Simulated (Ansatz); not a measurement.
The cluster Mo2O4⁻. Total charge -1; doublet. Geometry relaxed at r2SCAN-D4/def2-SVPD.

Cartesian coordinates in Å:
```
Mo 0.782 -0.660 0.082
Mo -1.477 0.776 -0.563
O -2.190 1.600 0.755
O 0.268 0.758 -1.231
O 0.886 -2.289 -0.486
O 1.731 -0.185 1.443
```

In the def2 sets Mo takes a core potential; there is no spin–orbit coupling. The charge -1 doublet is spin-contaminated (final ⟨S²⟩ up to 1.87, 0.75 for a pure state). The relaxation made no stability test and no search for a lower SCF solution. The geometry of the doublet was relaxed on an unsound state (⟨S²⟩ 1.87, where a pure state has 0.75). The structure comes from a short search, and lower isomers may exist.

Task: Estimate the harmonic wavenumbers at UKS r2SCAN-D4/def2-SVPD (Ansatz, unscaled). Is this a minimum?

Result: 83, 92, 121, 139, 188, 239, 298, 510, 691, 921, 945, 959 cm⁻¹. Yes, no mode is imaginary beyond noise. Zero-point energy 31.0 kJ/mol. Run time 2.8 min (4 threads of Arm Neoverse V2 on a shared host).
